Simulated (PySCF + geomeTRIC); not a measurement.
A geometry relaxed with B3LYP-D3(BJ)/def2-TZVP (PySCF + geomeTRIC), charge 0, multiplicity 2:

```xyz
4

C      0.0078     0.0063     0.3000
F      1.2619    -0.1045    -0.1005
F     -0.5277     1.1435    -0.1066
F     -0.7139    -1.0306    -0.0864
```

Question: Write the SMILES of this molecule.

Answer: `F[C](F)F`
